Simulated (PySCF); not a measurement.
C2H4AlNO2, SMILES [CH3][Al]([OH])[N]=C=O. Atoms are numbered in the order given.

```xyz
10

Al     0.0779     0.9054     0.0000
C     -1.5282     1.9768     0.0000
H     -2.1494     1.7597     0.8842
H     -2.1494     1.7597    -0.8842
H     -1.2959     3.0523     0.0000
N      0.0094    -0.8798     0.0000
C     -0.0711    -2.0773     0.0000
O     -0.1471    -3.2444     0.0000
O      1.6048     1.6471     0.0000
H      2.4512     1.1979     0.0000
```

Geometry: PBE0-D3(BJ)/def2-SVP. The structure was generated by enumeration; whether it is a known compound was not checked. The values are those of a single conformer.

Level of theory: PBE/def2-TZVP (PySCF).

ESP charges are fitted to the potential on shells at 1.4 to 2.0 van der Waals radii. Atomic charges (e):

| atom | ESP fit | IAO |
|---|---|---|
| Al1 | 1.22 | ? |
| C2 | -0.78 | -0.83 |
| H3 | 0.17 | ? |
| H4 | 0.17 | ? |
| H5 | 0.18 | ? |
| N6 | -0.85 | -0.58 |
| C7 | 0.71 | ? |
| O8 | -0.40 | -0.35 |
| O9 | -0.85 | -0.80 |
| H10 | 0.43 | ? |

Q: Complete the blanks. (Estimate from the structure and the level; the computed values follow.)

A: 
- Al1, IAO: 1.20
- H3, IAO: 0.17
- H4, IAO: 0.17
- H5, IAO: 0.17
- C7, IAO: 0.48
- H10, IAO: 0.37
